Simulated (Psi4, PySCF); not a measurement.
Here is a job for Psi4.
```
memory 2 GB

molecule {
0 1
  C    -0.01148162    0.02136311   -1.19190098
  C     0.00092956   -0.00172957    0.09649676
  H     0.00249612    0.94826436   -1.73006124
  H    -0.03614064   -0.88566416   -1.76255958
  O     0.01211961   -0.02255018    1.25813077
}

set basis 6-31g**
set freeze_core true
set mp2_type conv
set scf_type pk
set puream true
set d_convergence 1e-8

energy('ccsd(t)')
print_variables()
```

Q: Write the same job for PySCF.

A: Several could match; the one computed here: 
```python
from pyscf import gto, scf, cc

mol = gto.M(
    atom='''
C    -0.01148162    0.02136311   -1.19190098
C     0.00092956   -0.00172957    0.09649676
H     0.00249612    0.94826436   -1.73006124
H    -0.03614064   -0.88566416   -1.76255958
O     0.01211961   -0.02255018    1.25813077
''',
    basis='6-31g**',
    verbose=4,
)

mf = scf.RHF(mol)
mf.kernel()

mycc = cc.CCSD(mf, frozen=3)
mycc.kernel()
et = mycc.ccsd_t()
print('E(CCSD(T)) = %.10f' % (mycc.e_tot + et))
```

Both were run: Psi4 gave -152.186541 Eh and PySCF -152.186541 Eh, 0.000 mEh apart.
